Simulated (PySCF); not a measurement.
## Mayer bond orders and bond lengths

Species: C₅H₁₂Si₂.
Atom-mapped SMILES: `[CH2:1]=[CH:2][CH2:3][SiH2:4]/[CH:5]=[CH:6]\[SiH3:7]` (hydrogens: H8, H9 on C1; H10 on C2; H11, H12 on C3; H13, H14 on Si4; H15 on C5; H16 on C6; H17, H18, H19 on Si7)

Structure used (PBE0-D3(BJ)/def2-SVP), in Å, numbered top down from 1:
```xyz
19
C5H12Si2 angstrom
C      0.6904   -1.8442   -2.7587
C      0.7489   -1.0483   -1.6881
C      0.3610    0.3923   -1.6531
Si    -1.2975    0.6609   -0.7687
C     -1.3433   -0.2222    0.8983
C     -0.5175   -0.0422    1.9465
Si     0.8929    1.1880    2.0655
H      0.3676   -1.4668   -3.7347
H      0.9653   -2.9002   -2.6982
H      1.0735   -1.4779   -0.7315
H      0.2631    0.8065   -2.6707
H      1.1243    0.9939   -1.1302
H     -2.3912    0.0855   -1.6093
H     -1.5456    2.1286   -0.6044
H     -2.1221   -0.9923    1.0033
H     -0.6755   -0.6727    2.8348
H      2.2086    0.5059    1.8534
H      0.9078    1.8099    3.4242
H      0.7435    2.2612    1.0365
```

Bond orders from the PBE0/pcSseg-1 density (PySCF). One conformer (not necessarily the lowest) at the PBE0-D3(BJ)/def2-SVP geometry, without solvent, vibrations or thermal averaging.

How far do the computed orders between heavy atoms stray from the drawn ones?

The largest departure is 0.126, at Si4–C5 (drawn single, 0.874). Drawn single, order below 0.88: Si4–C5 (0.874).

Set the Mayer orders of the bonds beside their lengths.

```
   bond  drawn as  length (Å)  Mayer order
  C1–C2    double       1.335        1.973
  C2–C3    single       1.492        1.033
 C3–Si4    single       1.899        0.887
 Si4–C5    single       1.887        0.874
  C5–C6    double       1.347        1.942
 C6–Si7    single       1.875        0.902
  C1–H8    single       1.095        0.955
  C1–H9    single       1.093        0.954
 C2–H10    single       1.098        0.953
 C3–H11    single       1.103        0.946
 C3–H12    single       1.104        0.926
Si4–H13    single       1.495        0.954
Si4–H14    single       1.498        0.945
 C5–H15    single       1.100        0.938
 C6–H16    single       1.101        0.932
Si7–H17    single       1.497        0.935
Si7–H18    single       1.494        0.944
Si7–H19    single       1.494        0.928
```

Bonds between the same two heavy elements. C–C: lowest C2–C3 (1.033, 1.492 Å), highest C1–C2 (1.973, 1.335 Å). C–Si: lowest Si4–C5 (0.874, 1.887 Å), highest C6–Si7 (0.902, 1.875 Å).

Sum the orders of all bonds at each heavy atom with more than one neighbour and set the sums beside the valence in the SMILES.

C1 3.882 (drawn 4), C2 3.959 (drawn 4), C3 3.792 (drawn 4), Si4 3.660 (drawn 4), C5 3.754 (drawn 4), C6 3.776 (drawn 4), Si7 3.709 (drawn 4). Orders between atoms that aren't bonded are not in these sums.

For a closed shell the Mayer order of atoms A and B is Σ (PS)μν (PS)νμ over the basis functions μ on A and ν on B, with P the density and S the overlap matrix.
